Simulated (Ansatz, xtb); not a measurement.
## H2NOSn: where a starting geometry ends

The starting geometry of this gas-phase doublet has its atoms placed at random.

```xyz
5

N    -1.0499    0.9692   -0.4397
O    -0.5995   -0.1300    1.9091
Sn    1.0993    0.6890    0.1395
H    -0.2724    0.1719   -0.3268
H     0.9645    0.8107    1.6030
```

**Question.** Guess where an optimisation with r2SCAN-D4/def2-SVP ends from this start.

**Answer.** It ends as a structure given below by its coordinates. Contacts that open: Sn3–H4 (1.54 → 2.78 Å), Sn3–H5 (1.47 → 2.52 Å). Contacts that close: O2–Sn3 (2.59 → 2.01 Å), O2–H5 (1.85 → 0.97 Å).

The energy falls by 8.34 eV over 20 steps:

| step | E − E(last) (eV) |
| --- | --- |
| 1 | 8.342 |
| 3 | 5.320 |
| 5 | 2.210 |
| 7 | 0.444 |
| 9 | 0.044 |
| 12 | 0.010 |
| 14 | 0.005 |
| 16 | 0.000 |
| 18 | 0.000 |
| 20 | 0.000 |

Final geometry (Å):

```
atom    x (Å)    y (Å)    z (Å)
   N  -0.8934   0.7185  -0.6882
   O   0.2997   0.4607   2.0377
  Sn   0.9767   0.7569   0.1659
   H  -1.2514  -0.0178  -1.3123
   H   1.0103   0.5924   2.6821
```

From the same start GFN2-xTB reaches the same bonding as this run.

From so rough a start the end depends on the optimiser's path, so another program may land elsewhere. No frequencies were run, so the end isn't proven a minimum. Open shells are spin-unrestricted. Atoms past krypton carry core potentials, without spin–orbit terms. Run with Ansatz 0.2.0, 73 s on 1 thread of AMD EPYC 9R45 96-Core Processor (Zen 5), with other jobs on the host.
